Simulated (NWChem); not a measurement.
Species: HTeSF; SMILES F[Te]S

```xyz
4

Te     0.3402     0.4025    -0.0066
F     -1.4221     1.3013    -0.0108
S     -0.2800    -1.9081    -0.0533
H     -0.4133    -2.1115     1.2937
```
Atoms are numbered in this order, from 1.

Results from NWChem. All runs use the structure optimised with PBE-D3(BJ)/def2-SVP. def2 effective core potentials on Te; no spin-orbit coupling. Vertical excitations in the gas phase; the lowest state need not have the same character in each row.

```
level                        lowest excitation, singlet (eV)  oscillator strength of that lowest state  lowest triplet (eV)  orbital gap (eV)
---------------------------  -------------------------------  ----------------------------------------  -------------------  ----------------
PBE/def2-SVP, full TDDFT                                2.75                                     0.000                 1.93              2.35
B3LYP/def2-SVP, full TDDFT                              2.84                                     0.000                 2.00              3.96
PBE0/def2-SVP, full TDDFT                               2.88                                     0.000                 1.96              4.40
Hartree-Fock/def2-SVP, TDHF                       (withheld)                                     0.001           (withheld)        (withheld)
```

Some entries are withheld; supply them.


- Hartree-Fock/def2-SVP, TDHF, lowest excitation, singlet (eV): 3.21
- Hartree-Fock/def2-SVP, TDHF, lowest triplet (eV): 1.85
- Hartree-Fock/def2-SVP, TDHF, orbital gap (eV): 10.53
